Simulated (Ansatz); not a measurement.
Cost and result up the ladder for Ga5F (6 atoms). Total charge 0; singlet. Geometry: PBE-D4/def2-SVP.

```xyz
6

Ga    0.592    0.689   -2.316
Ga    0.033   -0.731    0.164
Ga    0.729   -1.840   -1.974
Ga   -0.093    1.841   -0.259
Ga   -0.778    1.030    2.365
F    -0.482   -0.990    2.021
```

Ansatz on 4 threads of Arm Neoverse V2 on a shared host. Times are rough, and most runs start from the orbitals of an earlier one. No level here is sound enough to serve as a yardstick. Binding counts from free atoms at the same level (Ga doublet, F doublet; other spins of the atoms weren't run), without zero-point energy or a counterpoise term.

B3LYP takes the VWN-RPA correlation. HSE06 is defined as in plane-wave codes, on full-range PBE exchange. Correlated methods freeze 46 core orbitals; core or outer-core shells of Ga are correlated, in sets that lack core-valence functions. The rows differ in basis, and correlated rows in double-zeta sets carry the largest basis error. Another isomer (singlet) lies 0.33 eV lower at PBE0-D4/def2-TZVP; other spin states weren't run for this one.

Correlated methods converge slowly with the basis, most of all in double-zeta sets.

| level | functions | binding energy per atom (eV) | remarks |
| --- | --- | --- | --- |
| B3LYP-D4/def2-TZVP | 271 | 2.02 | restricted SCF unstable in HF |
| PBE0-D4/def2-TZVP | 271 | 2.11 | restricted SCF unstable in HF |
| CCSD(T)/def2-SVP | 174 | 1.94 | restricted SCF unstable |
| PBE-D4/def2-TZVP (with forces) | 271 | 2.26 | restricted SCF unstable in HF |
| HSE06-D4/def2-TZVP | 271 | 2.12 | restricted SCF unstable in HF |
| r2SCAN-D4/def2-TZVP | 271 | 2.21 | restricted SCF unstable in HF |

Problem. Estimate how long each takes.

Solution. PBE-D4/def2-TZVP (with forces) 6 s; r2SCAN-D4/def2-TZVP 10 s; PBE0-D4/def2-TZVP 13 s; HSE06-D4/def2-TZVP 14 s; B3LYP-D4/def2-TZVP 15 s; CCSD(T)/def2-SVP 1.9 min. On shared hardware such times vary by a factor of up to 3.
